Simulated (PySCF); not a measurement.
Work out the structure from these simulated measurements.

Elements present: C, H and O. Monoisotopic mass: 164.0837 u.

- Polarisability: 124.4 au [CAM-B3LYP/def2-SVPD]
- 13C NMR: chemical shifts (computed TMS as zero) by class: 168.6 (1 C), 138.6 (1 C), 136.3 (2 C), 134.4 (1 C), 133.3 (2 C), 66.8 (1 C), 22.7 (2 C) ppm [GIAO PBE0/pcSseg-1]
- NMR, other nuclei: isotropic shieldings of nuclei other than C and H, by class: -69 (1 O), 107 (1 O) ppm [GIAO PBE0/pcSseg-1]
- Couplings: largest of the computed one-bond spin–spin couplings (means over like bonds): 13C–1H +172.2 (×2), 13C–1H +168.1 (×2), 13C–1H +166.7, 13C–1H +151.6, 13C–1H +133.7 (×6) Hz [B3LYP/pcJ-1, spin–dipole term left out]
- UV, strongest line: among the 10 lowest singlet transitions: S5 at 6.83 eV (182 nm, f = 0.705) [TDDFT CAM-B3LYP/def2-SVPD]
- 1H NMR: chemical shifts (computed TMS as zero) by class: 8.38 (2 H), 7.62 (1 H), 7.55 (2 H), 5.17 (1 H), 1.35 (6 H) ppm [GIAO PBE0/pcSseg-1]
- Rotational structure: rotational constants A, B, C: 2.291, 0.496, 0.436 GHz [PBE0-D3(BJ)/def2-SVP]
- Dipole: 2.00 D [CAM-B3LYP/def2-SVPD]

The electronic properties come from PySCF, for the isolated species, density fitting. Levels stand in brackets. NMR shifts are as computed; neighbouring signals can stand in another order in a measured spectrum. Isolated species at its PBE0-D3(BJ)/def2-SVP geometry (one conformer only). Each NMR value is the plain mean over a class of atoms that symmetry, rotation or inversion makes alike.

Q: Which formula fits the mass and the elements?

A: C10H12O2 (calculated 164.0837). No other formula that holds each of these elements comes within 0.0003 u with a fitting electron parity and a possible valence count.

Q: Propose a structure and show how it fits.

A: Numbering: `[CH3:1][CH:2]([CH3:3])[O:4][C:5](=[O:6])[c:7]1[cH:8][cH:9][cH:10][cH:11][cH:12]1`. Its formula, C10H12O2, gives 5 degrees of unsaturation: 1 ring and 4 π bonds in the structure found (Kekulé form). 10 carbons fall into 7 classes; from least to most shielded: ester carbonyl carbon [C5] (168.6 ppm), aromatic CH carbon [C10] (138.6 ppm), aromatic CH carbon [C8/C12] (136.3 ppm, 2 C, up to 2.2 ppm apart in this geometry), substituted aromatic carbon [C7] (134.4 ppm), aromatic CH carbon [C9/C11] (133.3 ppm, 2 C), chain sp3 carbon bound to oxygen [C2] (66.8 ppm), methyl carbon [C1/C3] (22.7 ppm, 2 C). Hydrogen classes from least to most shielded: 2 H on the ortho carbons, C8/C12 (8.38 ppm), 1 H on the para carbon, C10 (7.62 ppm), 2 H on the meta carbons, C9/C11 (7.55 ppm), 1 H on an sp3 carbon bound to oxygen, C2 (5.17 ppm), 6 H on 2 methyl carbons, C1/C3 (1.35 ppm, a mean of values up to 0.9 ppm apart in this geometry). The other shieldings belong to: -69 ppm, ester carbonyl oxygen [O6]; 107 ppm, ester single-bonded oxygen [O4]. The couplings run between: +172.2 Hz, aromatic CH carbon [C8] and its hydrogen (with 1 like pair); +168.1 Hz, aromatic CH carbon [C9] and its hydrogen (with 1 like pair); +166.7 Hz, aromatic CH carbon [C10] and its hydrogen; +151.6 Hz, sp3 carbon bound to oxygen [C2] and its hydrogen; +133.7 Hz, methyl carbon [C1] and its hydrogen (with 5 like pairs). The optimised geometry has point group C1 and is an asymmetric top. Structure: `c1c(C(=O)OC(C)C)cccc1`. Computed isomers that give other values at the same levels: `C#C[C@@H]1C[C@@]2(OC=O)CC[C@@H]1C2` (rotational constant A: 1.671 GHz; this holds for the one conformer computed); `CCCOC(=O)c1ccccc1` (rotational constant A: 2.872 GHz; this holds for the one conformer computed). The assignments are read from this structure; whether some other isomer fits the data as well wasn't checked.

Conformer computed: `[CH3:1][CH:2]([CH3:3])[O:4][C:5](=[O:6])[c:7]1[cH:8][cH:9][cH:10][cH:11][cH:12]1`: C1–C2–O4–C5 -151°, C2–O4–C5–O6 0°, O4–C5–C7–C8 0°.
